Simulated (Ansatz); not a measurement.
`O/C([SiH3])=C/[SiH3]` + `[AlH2][SH]` → `[AlH2][S][SiH3]` + `O/C=C/[SiH3]` at 400 K and 1 bar (ligand exchange at the Si–C bond).

Isolated molecules relaxed with PBE0-D4/def2-TZVP in Ansatz; ΔE leaves out vibrations. CCSD(T)/CBS adds triple-zeta CCSD(T) − MP2 to the extrapolated MP2 energy (def2 sets, frozen cores). This one scheme is used for every species. Double bonds are as drawn, so ΔE can hold a change between cis and trans. Each species was taken in one conformer, which may not be the lowest.

| species | CCSD(T)/CBS energy (Eh) | H − E (kJ/mol) | S (J/(mol·K)) |
| --- | --- | --- | --- |
| `O/C([SiH3])=C/[SiH3]` | -734.21171 | 266.8 | 408.6 |
| `[AlH2][SH]` | -641.61836 | 79.4 | 287.5 |
| `[AlH2][S][SiH3]` | -931.92152 | 136.5 | 361.1 |
| `O/C=C/[SiH3]` | -443.93797 | 218.2 | 339.2 |

H − E and S are ideal-gas, rigid-rotor, harmonic terms from PBE0-D4/def2-TZVP, for one conformer and one mirror image of each species. 1 Eh = 2625.50 kJ/mol, R = 8.31446 J/(mol·K).

Question: By hand: ΔE, ΔH, ΔS and ΔG.

Answer: ΔE = (-931.92152) + (-443.93797) − (-734.21171) − (-641.61836) = -0.02942 Eh = -77.2 kJ/mol. Δ(H − E) = 136.5 + 218.2 − 266.8 − 79.4 = 8.5, so ΔH = -68.7 kJ/mol. ΔS = 361.1 + 339.2 − 408.6 − 287.5 = 4.2 J/(mol·K). ΔG = -68.7 − 400 × (4.2)/1000 = -70.4 kJ/mol.

Question: By hand: the equilibrium constant, and the temperature at which ΔG would vanish if ΔH and ΔS stayed fixed.

Answer: log₁₀ K = −ΔG/(RT ln 10) = 9.2. ΔH and −TΔS have one sign here, so there is no such temperature. One of them is within its doubt of zero, so this could turn.

The number of gas molecules stays the same, so ΔS is small and ΔH decides. A doubt of 5 kJ/mol in ΔE shifts log₁₀ K by 0.7 here. Other conformers and mirror images would add mixing entropy, several J/(mol·K) or more a flexible species. These are equilibria of isolated gas molecules and say nothing of rates. Largest T1 diagnostic: 0.013 (customary marks: 0.02 for closed shells, 0.045 for open ones).
